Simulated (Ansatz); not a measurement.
`CCO[SiH2]Cl`, relaxed with RKS PBE0-D4/def2-TZVP in Ansatz 0.2.0 from a PBE-D4/def2-SVP geometry. The force threshold is 0.005 eV/Å; the program also tests the step.

Total charge 0; spin multiplicity 1.

Start:

```xyz
12

C     0.313   -1.371   -1.363
C     0.519   -0.169   -0.460
O    -0.674    0.062    0.294
Si   -0.835    1.285    1.414
Cl    0.529    1.037    2.973
H    -0.531   -1.198   -2.059
H     1.226   -1.568   -1.960
H     0.085   -2.274   -0.763
H     0.768    0.735   -1.066
H     1.374   -0.343    0.233
H    -0.552    2.629    0.804
H    -2.223    1.174    1.952
```

Question: How much energy does the relaxation release, and in how many steps? (An estimate is asked.)

Answer: Ansatz gave: 1.62 kcal/mol, in 15 steps, 2 of them rejected.

Question: Which bonds change most? (Estimate.)

Answer: Ansatz gave: O3–Si4 from 1.665 to 1.625 Å; Si4–Cl5 from 2.087 to 2.058 Å; Si4–H11 from 1.502 to 1.483 Å; C2–H10 from 1.114 to 1.096 Å.

Question: Give the relaxed structure. (An estimate is asked.)

Answer: Computed: 
```xyz
12

C     0.292   -1.331   -1.380
C     0.549   -0.217   -0.399
O    -0.621    0.000    0.378
Si   -0.834    1.259    1.384
Cl    0.539    1.224    2.917
H    -0.528   -1.072   -2.052
H     1.186   -1.519   -1.979
H     0.029   -2.250   -0.854
H     0.819    0.707   -0.927
H     1.381   -0.472    0.267
H    -0.629    2.549    0.683
H    -2.184    1.122    1.961
```
